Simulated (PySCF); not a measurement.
# Ionisation energy of Pd²⁺ by level of theory

Pd²⁺ [Kr] 4d8 (3F) → Pd³⁺ [Kr] 4d7 (4F), as a difference of total energies. All numbers are calculated (PySCF 2.14, scalar relativity through the core potential, in aug-cc-pV5Z-PP with ECP28MDF (8s8p7d5f4g3h2i, 197 functions)). The calculations carry no spin-orbit coupling.

```tsv
method	ionisation energy (eV)	difference from reference (eV)
UHF	31.048	-1.882
MN15	33.472	+0.542
M06-L	32.274	-0.656
```

Reference: 32.93 eV (semi-empirical (NIST evaluation); NIST Atomic Spectra Database, ionization energies).

The reference lies between the lowest fine-structure levels, while these numbers refer to the centres of the terms.
